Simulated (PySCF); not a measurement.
## Correlation energy of S (sulfur, neutral)

[Ne] 3s1 3p5, high-spin 3P determinant (an excited configuration). Computed with PySCF 2.14 in x2c-TZVPPall with one added diffuse shell each of s, p, d type (6s6p4d1f, 51 functions), with the spin-free X2C one-electron Hamiltonian (Gaussian nucleus). Frozen: [Ne]; 6 electrons correlated.

```tsv
level	correlation energy (mhartree)
CCSD	-216.38
(T)	-23.53
CCSD(T)	-239.91
```

Diagnostics: T1 = 0.032, D1 = 0.0717, largest double amplitude 0.215.

T1 exceeds 0.03, a sign that the reference determinant is poor. A double-excitation amplitude exceeds 0.15, a sign of near-degeneracy.

Cost of the coupled-cluster step: roughly 1.7 core-seconds, for 6 correlated electrons.

Iterations:

```
CC2 = 0
CCSD nocc = (np.int64(4), np.int64(2)), nmo = (46, 46)
frozen orbitals [[0, 1, 2, 3, 4], [0, 1, 2, 3, 4]]
max_cycle = 100
direct = 0
conv_tol = 1e-08
conv_tol_normt = 1e-06
diis_space = 8
diis_start_cycle = 0
Init t2, MP2 energy = -0.156195234361837
Init E_corr(UCCSD) = -0.156195234367051
cycle = 1  E_corr(UCCSD) = -0.182436604134415  dE = -0.0262413698  norm(t1,t2) = 0.126278
cycle = 2  E_corr(UCCSD) = -0.194610653609788  dE = -0.0121740495  norm(t1,t2) = 0.0849337
cycle = 3  E_corr(UCCSD) = -0.216746974415414  dE = -0.0221363208  norm(t1,t2) = 0.0607215
cycle = 4  E_corr(UCCSD) = -0.213234716500733  dE = 0.00351225791  norm(t1,t2) = 0.0143538
cycle = 5  E_corr(UCCSD) = -0.216161475645171  dE = -0.00292675914  norm(t1,t2) = 0.0101729
cycle = 6  E_corr(UCCSD) = -0.216540536584183  dE = -0.000379060939  norm(t1,t2) = 0.00329815
cycle = 7  E_corr(UCCSD) = -0.216129511024152  dE = 0.00041102556  norm(t1,t2) = 0.00213541
cycle = 8  E_corr(UCCSD) = -0.216456896208793  dE = -0.000327385185  norm(t1,t2) = 0.00116355
cycle = 9  E_corr(UCCSD) = -0.216361206554854  dE = 9.56896539e-05  norm(t1,t2) = 0.0005172
cycle = 10  E_corr(UCCSD) = -0.216388502263822  dE = -2.7295709e-05  norm(t1,t2) = 0.000233609
cycle = 11  E_corr(UCCSD) = -0.216381478460704  dE = 7.02380312e-06  norm(t1,t2) = 0.000126883
cycle = 12  E_corr(UCCSD) = -0.216383877570048  dE = -2.39910934e-06  norm(t1,t2) = 0.000157965
cycle = 13  E_corr(UCCSD) = -0.216383334692765  dE = 5.42877283e-07  norm(t1,t2) = 3.72313e-05
cycle = 14  E_corr(UCCSD) = -0.216382193052355  dE = 1.14164041e-06  norm(t1,t2) = 1.34865e-05
cycle = 15  E_corr(UCCSD) = -0.216382358615981  dE = -1.65563626e-07  norm(t1,t2) = 5.32425e-06
cycle = 16  E_corr(UCCSD) = -0.21638235474606  dE = 3.86992036e-09  norm(t1,t2) = 2.93357e-06
cycle = 17  E_corr(UCCSD) = -0.216382415838062  dE = -6.10920018e-08  norm(t1,t2) = 2.06565e-06
cycle = 18  E_corr(UCCSD) = -0.216382413341338  dE = 2.49672441e-09  norm(t1,t2) = 1.35106e-06
cycle = 19  E_corr(UCCSD) = -0.216382389923993  dE = 2.34173446e-08  norm(t1,t2) = 5.75794e-07
cycle = 20  E_corr(UCCSD) = -0.216382381204121  dE = 8.71987171e-09  norm(t1,t2) = 4.37505e-07
UCCSD converged
E(UCCSD) = -398.3755507159368  E_corr = -0.2163823812041213
UCCSD(T) correction = -0.0235345219409495
```
